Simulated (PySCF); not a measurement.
Polarisability and C₆ of Ge²⁷⁺ (germanium, charge +27)

[He] 2s2 2p1, 2P determinant. Calculation: PySCF 2.14, in an even-tempered Gaussian basis (19 s from 7 bohr⁻², ratio 2.2; 12 p from 9.1 bohr⁻², ratio 2.2; 6 d from 38 bohr⁻², ratio 2.4; 5 f from 56 bohr⁻², ratio 2.4; 4 g from 85 bohr⁻², ratio 2.4); scalar relativity by spin-free X2C-1e. Coupled (time-dependent) response in atomic units; α is the mean over directions.

```csv
method,mean α (bohr³),"α xx, yy, zz",C₆ (like pair),S(−4)
UHF,0.006284,"0.007020, 0.004811, 0.007020",0.0001684,0.0002585
PBE0,0.006126,"0.006875, 0.004628, 0.006875",0.0001619,0.0002453
```

S(−4) is the Cauchy moment in α(ω) = α(0) + S(−4) ω² + …

Spin-orbit coupling is absent.

α(iu) at PBE0:

| u (hartree) | α(iu) (bohr³) |
| --- | --- |
| 0 | 0.006126 |
| 0.600 | 0.006039 |
| 1.20 | 0.005794 |
| 2.40 | 0.004998 |
| 3.60 | 0.004096 |
| 4.80 | 0.003302 |
| 6.00 | 0.002676 |
| 9.00 | 0.001703 |
| 12.0 | 0.001215 |
| 18.0 | 0.0007861 |
| 30.0 | 0.0005095 |

A single London oscillator, α(iu) = α/(1 + u²/ω²), gives C₆ = (3/4) ω α². Matching the computed C₆ needs ω = 4 × 0.0001619 / (3 × 0.006126²) = 5.75 hartree.

For an ion, C₆ is the dispersion term alone; charge-induced terms of lower order in 1/R come first.

The components differ because the open shell of this determinant is not spherical; for a pure term their mean is the scalar polarisability.

Spin-orbit coupling, absent here, splits the open shell strongly.
